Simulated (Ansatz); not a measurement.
Basis-set extrapolation for C₂H₆F₂OSSi, SMILES `CO[Si](F)(F)SC` (PBE0-D4/def2-TZVP geometry, frozen core, the Gaussian-basis code of Ansatz). Multiplicity 1, RHF reference.

```json
{"": "HF", "def2-TZVPP": "-1039.836648", "def2-QZVPP": "-1039.874840"}
{"": "MP2 correlation", "def2-TZVPP": "-1.366994", "def2-QZVPP": "-1.483384"}
{"": "CCSD(T) correlation", "def2-TZVPP": "-1.461182", "def2-QZVPP": "not run"}
```

Energies in hartree. Use E(X) = E(∞) + A·exp(−7.88·√X) for Hartree–Fock and E(X) = E(∞) + B·X^(−2.97) for correlation, with X = 3 and 4, and add CCSD(T) minus MP2 of the smaller set to the MP2 limit.

**Question.** What is the CCSD(T) energy at the basis-set limit?

**Answer.** HF limit: -1039.874840 + (-0.038192) × 0.13774 = -1039.88010. MP2 limit: -1.483384 + (-0.116390) × 0.74074 = -1.56960. Higher-order term: -1.461182 − (-1.366994) = -0.09419. Total: -1041.54389 hartree, 646.0 kJ/mol below CCSD(T)/def2-TZVPP.
